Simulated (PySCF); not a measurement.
Gas-phase reaction: ClO + 5 GaCl ⇌ Ga2O + 3 GaCl2

Method: PySCF energies (xtb for GFN2) plus ideal-gas RRHO corrections (1 bar). † marks an energy on the PBE0/def2-TZVP geometry and frequencies; other levels use their own. Open shells (unrestricted): ClO (multiplicity 2, electronic degeneracy 4), GaCl2 (multiplicity 2); the rest are closed-shell singlets. GFN2 has no spin-polarisation term. Spin-orbit splitting is ignored; it lowers the true energy and changes the entropy of ClO. B3LYP is the form with VWN-RPA correlation. Ga: all electrons, no relativistic terms. GaCl2: computed as isolated molecules; such fragments, hydroxides, amides, oligomers or adducts are transient or little studied in the gas. The harmonic model lacks anharmonicity and excited electronic states, which grow with temperature; levels with a mode under 35 cm⁻¹ are left out. Soft modes under 120 cm⁻¹ make the harmonic entropy rough for Ga2O, GaCl2.

```tsv
level	ΔE electronic, kJ	ΔH°(298 K), kJ	ΔS°(298 K), J/K	ΔG°(600 K), kJ
B3LYP/def2-TZVP†	-261	-255	-233	-117
BLYP/def2-TZVP†	-223	-218	-233	-79
GFN2-xTB	-406	-403	-223	-270
PBE/def2-SVP	-327	-322	-226	-188
PBE/def2-TZVP†	-286	-280	-233	-142
PBE0/def2-QZVP†	-321	-316	-233	-177
PBE0/def2-SVP†	-361	-356	-233	-217
PBE0/def2-TZVP	-323	-318	-233	-179
LDA/def2-TZVP†	-361	-355	-233	-217
ωB97M-V/def2-TZVP†	-307	-302	-233	-163
ωB97X-V/def2-TZVP†	-329	-323	-233	-185
```
ΔH° is lowest at GFN2-xTB and highest at BLYP/def2-TZVP†. No reference value is set beside these.
